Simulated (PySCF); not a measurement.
CH6ClFSi2, SMILES Cl[Si@H](C[SiH3])F. Atoms are numbered in the order given.

```xyz
11

F      1.7606    -0.6657     0.7625
Si     0.9302    -0.1546    -0.5315
Cl     0.5016     1.8382    -0.2377
C     -0.6372    -1.1261    -0.6575
Si    -1.9345    -0.7760     0.6750
H      1.8270    -0.2681    -1.7067
H     -1.0912    -0.9407    -1.6464
H     -0.3666    -2.1963    -0.6226
H     -2.9877    -1.8349     0.6288
H     -2.5716     0.5506     0.4351
H     -1.2985    -0.7835     2.0252
```

The structure is a stationary point at PBE0-D3(BJ)/def2-SVP. The structure was generated by enumeration; whether it is a known compound was not checked. Other conformers were not sampled.

All values below come from PBE/pcSseg-1 in PySCF.

GIAO shieldings, no solvent; atoms listed in one row are averaged. δ = σ(ref) − σ: ¹⁹F against CFCl3 (σ = 133.6 ppm); ²⁹Si against TMS (σ = 335.4 ppm); ³⁵Cl against HCl (σ = 936.5 ppm); ¹³C against TMS (σ = 182.0 ppm); ¹H against TMS (σ = 31.49 ppm), references at their B3LYP-D3(BJ)/def2-TZVP geometries, non-relativistic (without spin–orbit terms, shifts of atoms bonded to Cl or Br come out too high).

Computed chemical shifts:
| nucleus | atoms | count | δ (ppm) |
|---|---|---|---|
| ¹⁹F | F1 | 1 | -176.9 |
| ²⁹Si | Si2 | 1 | 20.8 |
| ²⁹Si | Si5 | 1 | -77.0 |
| ³⁵Cl | Cl3 | 1 | 88.0 |
| ¹³C | C4 | 1 | 0.0 |
| ¹H | H6 | 1 | 6.22 |
| ¹H | H9, H10, H11 | 3 | 4.44 |
| ¹H | H8 | 1 | 0.62 |
| ¹H | H7 | 1 | 0.37 |
